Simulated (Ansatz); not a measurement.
Input for Ansatz (a program for electronic structure): R-RI-MP2/aug-cc-pV(T+d)Z on CH4O2S (a complex). Files ending in .json are basis or fitting sets from the Basis Set Exchange.

Ansatz 0.2 input:
```yaml
crystal:
  periodic: [false, false, false]
  atoms:
    - {symbol: C, position_ang: [-0.00756715, 0.05997987, -0.05705564]}
    - {symbol: H, position_ang: [-0.09634303, 1.05433247, 0.37836588]}
    - {symbol: H, position_ang: [-0.78962454, -0.58605539, 0.33942521]}
    - {symbol: H, position_ang: [-0.11048423, 0.12919195, -1.13877248]}
    - {symbol: H, position_ang: [0.97087872, -0.35944156, 0.17915124]}
    - {symbol: O, position_ang: [0.16509711, 1.20924521, 3.47304584]}
    - {symbol: S, position_ang: [0.40659848, -0.20337849, 3.35081768]}
    - {symbol: O, position_ang: [-0.71235781, -1.10561971, 3.40262023]}
basis:
  gaussian:
    orbitals: aug-cc-pV_T+d_Z.json
    fitting: {mean_field: def2-universal-JKFIT, correlation: aug-cc-pVTZ-RIFIT.json}
magnetization: {spin_polarized: false}
correlation: {method: mp2, electrons: outside_noble_gas}
scf: {lower_state_search: off}
```

Output:

```
WARN ansatz: RAYON_NUM_THREADS=1 ignored (pool sized by the plan → 1); use --threads N
Functional definition: HF
these checks for a lower state are left out or cut short: stability, starts, cluster_reference, orbital_swaps, neighbouring_geometries, increment
integrals: 0.31 GiB planned
429 factors; integrals over basis functions are off by at most 1.3e0 eV
mean field: 0.51 GiB planned
mean field evaluation 1: about -15982.0168 eV, gradient 5.2e1 eV
mean field evaluation 2: about -15984.7725 eV, gradient 3.8e1 eV
mean field evaluation 4: about -15987.1862 eV, gradient 1.4e0 eV
mean field -15987.19452838 eV, -587.5185624082 hartree, gradient 1.7e-6 eV, S^2 0.000000; 0 other end points of the search recorded, 0 dependent functions left out
8 core orbitals not correlated
649 factors; their error is unknown
reference -15987.19452838 eV, -587.5185624082 hartree; 13, 13 occupied and 264, 264 virtual orbitals, 649 factors
second order -23.87491900 eV of doubles, -0.00000000 eV of singles
Total energy: -16011.06944738 eV, -588.3959494984 hartree
Checks for a lower state left out: stability, starts, cluster_reference, orbital_swaps, neighbouring_geometries, increment
```

The calculation finished and met its thresholds.

Cost: around 2.0 core-seconds (rough).
